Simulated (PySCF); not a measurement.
# Basis and Hamiltonian dependence of the excitation energy of S

S [Ne] 3s2 3p4 (3P) → S [Ne] 3s1 3p5, s spin flipped. Calculated with PySCF 2.14 from differences of total energies of unrestricted determinants, without spin-orbit coupling. Values in eV.

```csv
basis,Hamiltonian,functions,UHF,PBE,PBE0,MP2 (valence)
x2c-TZVPPall,spin-free X2C,42,14.556,11.238,12.053,12.632
aug-cc-pVTZ-DK,spin-free X2C,50,14.545,11.252,12.061,12.626
dyall-av2z,non-relativistic,50,14.432,11.134,11.945,12.599
"x2c-TZVPPall with one added diffuse shell each of s, p, d type",spin-free X2C,51,14.547,11.243,12.055,12.607
dyall-av3z,non-relativistic,84,14.426,11.117,11.929,12.513
"aug-cc-pCVTZ-DK with one added diffuse shell each of s, p, d, f type",spin-free X2C,91,14.546,11.244,12.055,12.609
```

Frozen in the all-electron rows: valence: [Ne].

In the upper determinant the s electron has its spin opposite to the other open shell, which mixes two multiplicities. The upper state lies above the first ionisation limit, but in LS coupling its spin forbids autoionisation to the ground ion.
